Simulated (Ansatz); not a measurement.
CH5GeNO2, SMILES `O=C[NH][GeH2][OH]` at its PBE0-D4/def2-TZVP geometry, where that method's forces vanish. Charge 0, multiplicity 1.

```
atom   x (Å)   y (Å)   z (Å)
  O1   0.795   1.012  -1.742
  C2   1.341   0.843  -0.678
  N3   0.726   0.326   0.416
 Ge4  -1.079  -0.131   0.387
  O5  -1.333  -1.633  -0.512
  H6   2.405   1.104  -0.512
  H7   1.280   0.251   1.254
  H8  -1.406  -0.333   1.878
  H9  -1.904   0.930  -0.325
 H10  -0.825  -2.370  -0.166
```

(1) For each bond, give half the difference of the two atoms' forces along it (eV/Å; positive pushes the atoms apart) under PBE-D4, r2SCAN-D4, B3LYP-D4, ωB97M-V in def2-TZVPP. (Best estimate.)

## Answers

(1) Ansatz gave: 
```tsv
bond	length (Å)	PBE-D4	r2SCAN-D4	B3LYP-D4	ωB97M-V
O1–C2	1.207	0.93	0.35	0.27	0.11
C2–N3	1.358	-0.03	0.08	0.08	0.22
C2–H6	1.107	-0.11	-0.12	-0.19	-0.21
N3–Ge4	1.862	0.06	0.01	0.13	-0.03
N3–H7	1.008	0.14	-0.01	-0.09	-0.10
Ge4–O5	1.769	0.37	0.08	0.25	0.12
Ge4–H8	1.540	-0.03	-0.07	-0.10	-0.10
Ge4–H9	1.521	0.00	-0.07	-0.10	-0.13
O5–H10	0.960	0.38	0.05	-0.03	-0.06
```

B3LYP here is the variant with VWN-RPA as its local correlation; programs differ in this.
